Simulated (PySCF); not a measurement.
Isomers of C8H14, from PBE0-D3(BJ)/def2-SVP geometry optimisation, gas phase in PySCF. One conformer each, no zero-point energy, no frequencies.

Question: Which isomer lies lowest at this level?
A. `[CH3:1][C:2]#[C:3][CH2:4][CH2:5][CH:6]([CH3:7])[CH3:8]` with C3–C4–C5–C6 -57°, C4–C5–C6–C7 -59° (6-methyl-2-heptyne): A = 3280, B = 918.5, C = 861.6 MHz, dipole 0.27 D
B. `[CH2:1]=[CH:2]/[CH:3]=[CH:4]/[C:5]([CH3:6])([CH3:7])[CH3:8]` with C1–C2–C3–C4 180°: A = 4142, B = 930.1, C = 910.6 MHz, dipole 0.65 D
C. `[CH2:1]1[CH2:2][CH2:3][C:4]2([CH2:5]1)[CH2:6][CH2:7][CH2:8]2` with C5–C1–C2–C3 3°, C1–C2–C3–C4 -28°, C2–C3–C4–C5 42°, C3–C4–C5–C1 -40° (spiro(3.4)octane): A = 3987, B = 1592, C = 1496 MHz, dipole 0.06 D

Answer: C. That is `C1CCC2(C1)CCC2` (spiro(3.4)octane), 15.9 kcal/mol below the next.

| SMILES | mapped SMILES | E (Eh) | relative (kcal/mol) | relative (kJ/mol) | dipole (D) |
| --- | --- | --- | --- | --- | --- |
| C1CCC2(C1)CCC2 | [CH2:1]1[CH2:2][CH2:3][C:4]2([CH2:5]1)[CH2:6][CH2:7][CH2:8]2 | -312.67928 | 0.0 | 0.0 | 0.06 |
| C=C/C=C/C(C)(C)C | [CH2:1]=[CH:2]/[CH:3]=[CH:4]/[C:5]([CH3:6])([CH3:7])[CH3:8] | -312.65387 | 15.9 | 66.7 | 0.65 |
| CC#CCCC(C)C | [CH3:1][C:2]#[C:3][CH2:4][CH2:5][CH:6]([CH3:7])[CH3:8] | -312.63361 | 28.7 | 119.9 | 0.27 |

As drawn, the lowest has a four-membered ring and a quaternary carbon, which the highest lacks; the highest has a C≡C bond, which the lowest lacks.
